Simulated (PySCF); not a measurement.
Computed shifts of a molecule C₂H₉BO₂Si, PBE/pcSseg-1 in PySCF, GIAO, gas phase, equivalent atoms averaged, in ppm (number of nuclei): ²⁹Si: -39.9 (1). ¹³C: 4.9 (1), -4.0 (1). ¹H: 4.65 (1), 4.43 (1), 3.85 (1), 3.56 (1), 0.50 (3), 0.32 (1), 0.19 (1). References: ²⁹Si against TMS (σ = 335.4 ppm); ¹³C against TMS (σ = 182.0 ppm); ¹¹B against BF3 (σ = 83.9 ppm); ¹⁷O against H2O (σ = 334.3 ppm); ¹H against TMS (σ = 31.49 ppm), references at their B3LYP-D3(BJ)/def2-TZVP geometries, non-relativistic. Geometry: B3LYP-D3(BJ)/def2-SVP. One conformer was computed; it need not be the lowest.

Q: Pick the molecule that these values belong to.
A. C[SiH](C)B(O)O
B. C[SiH2]CB(O)O
C. COB([SiH3])OC
D. COB(C)O[SiH3]

A: B, C[SiH2]CB(O)O
